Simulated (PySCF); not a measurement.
## Worked example: oscillator strength and radiative lifetime

In(Cl)(Br)(OH) (BrClHInO), SMILES [OH][In]([Cl])[Br].

Geometry: B3LYP-D3(BJ)/def2-SVP. The structure was generated by enumeration; whether it is a known compound was not checked. The def2 effective core potentials stand for the cores of In; spin–orbit coupling is left out. One conformer was computed; it need not be the lowest.

TDA-ωB97X/def2-SVPD (PySCF) puts the first singlet state with f over 0.02 at 5.09 eV (vertical), with the transition dipole (-0.401, 0.242, 0.000) in atomic units.

### Question
Find the oscillator strength, the wavelength and the radiative lifetime that this transition would have in vacuum if emission retraced absorption.

### Answer

|μ|² = 0.2194 au, so |μ| = 1.19 D. ΔE = 5.09/27.211 = 0.1871 hartree. f = (2/3) ΔE |μ|² = 0.027 (the program prints 0.027).
λ = 1239.84/5.09 = 244 nm; ν = 41054 cm⁻¹.
Einstein's coefficient A = 0.6670 ν² f s⁻¹ (ν in cm⁻¹) = 3.1e7 s⁻¹, so τ = 1/A = 33 ns. This state is S1. The figure is the radiative limit of this one transition; relaxation, internal conversion, crossing to triplets and a medium change what is measured.
